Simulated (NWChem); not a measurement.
Molecule: SnH$_{2}$, singlet; SMILES [SnH2]

Results from NWChem. Low-valent species are run as closed-shell singlets; no triplet was tried in these runs. def2 effective core potentials on Sn; no spin-orbit coupling. Each level has its own optimisation; frequencies are unscaled.

| level | r H–Sn (Å) | highest harmonic frequency (cm⁻¹) | lowest (cm⁻¹) | zero-point energy (kcal/mol) |
|---|---|---|---|---|
| LDA (Slater exchange, VWN5)/def2-SVP (core potentials) | 1.788 | 1697 | 755 | 5.9 |
| Hartree-Fock/3-21G (all-electron, non-relativistic) | 1.792 | [?] | [?] | 6.4 |
| BLYP/def2-SVP (core potentials) | 1.810 | 1633 | 761 | 5.7 |
| BP86/def2-TZVP (core potentials) | 1.792 | 1658 | 759 | 5.8 |
| PBE0/def2-SVP (core potentials) | 1.781 | 1739 | 797 | 6.1 |

**Question.** What belongs in the gaps?

**Answer.** 
- Hartree-Fock/3-21G (all-electron, non-relativistic), highest harmonic frequency (cm⁻¹): 1812
- Hartree-Fock/3-21G (all-electron, non-relativistic), lowest (cm⁻¹): 871
